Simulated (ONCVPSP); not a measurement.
**What the settings do to the ONCV potential of europium (Eu)**

Base potential:

- Element: Eu (Z = 63)
- Generator: ONCVPSP 4.0.1
- Type: optimised norm-conserving Vanderbilt (ONCV)
- Functional: LDA (Perdew-Wang 92)
- Relativity: scalar-relativistic
- Frozen core: [Kr] 4d10 4f6
- Valence charge: 11
- Reference configuration: 5s2 5p6 5d1 6s1.75 6p0.25
- Partial waves: 5s+6s: rc 2.20 bohr, ncon 4, nbas 8, qcut 6.4 1/bohr, 2 projectors; 5p+6p: rc 2.20 bohr, ncon 3, nbas 7, qcut 5.9 1/bohr, 2 projectors; 5d: rc 2.55 bohr, ncon 4, nbas 8, qcut 4.2 1/bohr, 2 projectors, debl 3.3 Ha; f scattering state at 0.19 Ha: rc 2.40 bohr, ncon 4, nbas 7, qcut 5.1 1/bohr, 2 projectors, debl 1.9 Ha
- Local potential: polynomial inside 1.45 bohr (lpopt 2, dvloc0 0 Ha)
- Core correction: Teter function, fcfact 4.75, rcfact 1.6

All-electron outer shells of the reference configuration (LDA (PZ), scalar-relativistic, ld1.x):

```csv
shell,level (eV),outermost node (bohr),outermost maximum (bohr)
4d,-141.78,0.27,0.57
5s,-48.68,0.67,1.21
5p,-27.05,0.72,1.38
4f,-8.90,–,0.58
6s,-4.41,1.63,3.38
5d,-3.06,0.81,2.00
6p,-1.56,1.95,4.57
```

Cutoffs, loose and tight: the cutoffs (Ha) at which the residual kinetic energy of the hardest occupied pseudo-wave falls to 1 and 0.1 mHa per electron. They do not see the model core or the augmentation charge, which bear on the density cutoff. Test errors are all-electron minus pseudo excitation energies from the reference, over the configurations 5s2 5p6 5d1 6s2 6p0; 5s2 5p6 5d1 6s1 6p0; 5s2 5p6 5d1 6s0 6p0; 5s2 5p6 5d0 6s2 6p0. A dash means not determined; rows that change the core or the reference have their own tests. The largest error is taken over the tests solved by every variant that gives reliable tests at all: 5s2 5p6 5d1 6s0 6p0; 5s2 5p6 5d1 6s1 6p0; 5s2 5p6 5d1 6s2 6p0.

For the base: The cutoffs count occupied waves only; projector 2 of the f channel, the hardest unoccupied one, needs 48 Ha at the loose tolerance.

```csv
change,outcome,"cutoff, loose","cutoff, tight",bound ghosts,GHOST(+) flags above zero,largest test error (meV)
base,generated,13 Ha,15 Ha,none,"s, f",-1.0
"core correction Teter function, fcfact 1.6, rcfact 1.6",generated,13 Ha,15 Ha,none,"s, f",+2.5
"core correction Teter function, fcfact 2.4, rcfact 1.6",generated,13 Ha,15 Ha,none,"s, f",+1.9
"core correction Teter function, fcfact 3.4, rcfact 1.6",generated,13 Ha,15 Ha,none,"s, f",+1.3
"core correction Teter function, fcfact 4.1, rcfact 1.6",generated,13 Ha,15 Ha,none,"s, f",+0.9
"core correction Teter function, fcfact 5.2, rcfact 1.6",generated,13 Ha,15 Ha,none,"s, f",-1.0
"core correction Teter function, fcfact 6.1, rcfact 1.6",generated,13 Ha,15 Ha,none,"s, f",-1.0
"core correction Teter function, fcfact 6.6, rcfact 1.6",generated,13 Ha,15 Ha,none,"s, f",-1.1
"core correction Teter function, fcfact 7.5, rcfact 1.6",generated,13 Ha,15 Ha,none,"s, f",-1.1
```

Reading the sweep of the fcfact (base included, trends over the rows without a ghost): The loose cutoff stays near 13 Ha.
